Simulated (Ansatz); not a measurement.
The same ligand exchange along the group F, Cl, Br.

Calculated with Ansatz (gas phase, PBE0-D4/def2-TZVP geometries, no zero-point term in ΔE). CCSD(T)/CBS adds triple-zeta CCSD(T) − MP2 to the extrapolated MP2 energy (def2 sets, frozen cores). This one scheme is used for every species. Functionals use def2-TZVPP. For Br outer-core shells are correlated without core-valence functions, which leaves a few kJ/mol of doubt a bond. Scalar relativity is left out up to krypton. One conformer a species, not always the lowest.

```csv
reaction,ωB97M-V (kcal/mol),HF/CBS(def2) (kcal/mol),MP2/CBS(def2) (kcal/mol),B2PLYP (kcal/mol)
`CO[SiH](F)O[SiH3]` + `C#CS` → `C#CS[SiH3]` + `CO[SiH](O)F`,10.5,16.4,9.5,11.3
`CO[SiH](Cl)O[SiH3]` + `C#CS` → `C#CS[SiH3]` + `CO[SiH](O)Cl`,10.5,16.1,9.5,11.1
`CO[SiH](Br)O[SiH3]` + `C#CS` → `C#CS[SiH3]` + `CO[SiH](O)Br`,10.4,15.9,9.6,11.0
```

**Question.** Give the CCSD(T)/CBS values in the same order. (Best estimate.)

**Answer.** Ansatz gave: 10.6, 10.6, 10.6 kcal/mol.

Largest T1 diagnostic: 0.013, for `C#CS`.
